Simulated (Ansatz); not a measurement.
Reaction (homolysis of the H–Sn bond): `[F][SnH3]` → H• + `[F][SnH2]`•

Computed with Ansatz on PBE0-D4/def2-TZVP structures; ΔE is electronic, products minus reactants. CBS: MP2 limit from def2 TZ/QZ plus the TZ coupled-cluster correction, frozen cores. This one scheme is used for every species, atoms too. DFT in def2-TZVPP. HSE06 is defined as in plane-wave codes. No spin–orbit coupling; open shells (•) take unrestricted orbitals. Elements past krypton have def2 core potentials. Bonds to Sn are less sure, by a few kJ/mol each and by 10 to 20 or more in all where they break to atoms, as the def2 sets lack core-valence functions.

`[F][SnH3]`:

```xyz
5

F    -1.588   -0.626    0.572
Sn    0.111    0.044   -0.040
H     0.690   -1.152   -1.101
H     1.042    0.216    1.373
H    -0.255    1.519   -0.803
```

`[F][SnH2]`•:

Cartesian coordinates in Å:
```
F -0.930 -0.952 1.063
Sn 0.112 -0.281 -0.418
H 1.615 0.149 0.314
H -0.797 1.083 -0.959
```

```tsv
level	ΔE (kJ/mol)
PBE0-D4	317.3
r2SCAN0-D4	319.7
ωB97M-V	329.4
revPBE	302.9
PBE0	316.4
HSE06	316.0
HF/CBS(def2)	253.7
CCSD/CBS(def2)	339.5
```

What does CCSD(T)/CBS give? (An estimate is asked.)

Ansatz gave: +340.2 kJ/mol. The listed levels differ from it by -22.9, -20.5, -10.8, -37.3, -23.8, -24.2, -86.5, -0.7 kJ/mol.

Largest T1 diagnostic among the species: 0.017.

From BLYP to BHLYP (50 % exact exchange), in def2-TZVPP and without D4, ΔE moves by +16.0 kJ/mol. In def2-TZVPP, CCSD(T) changes the Hartree–Fock value by +80.3 kJ/mol (the triples alone add +0.7 kJ/mol) and MP2 by +69.7 kJ/mol; breaking electron pairs costs correlation energy, which Hartree–Fock lacks. Leaving LDA and LC-ωPBE aside and taking each functional with its dispersion term where it has one, the values, not all of them listed here, spread over 31.5 kJ/mol, from revPBE-D4 to B97M-V. LDA lies +40.6 kJ/mol from PBE without D4, its usual overbinding.
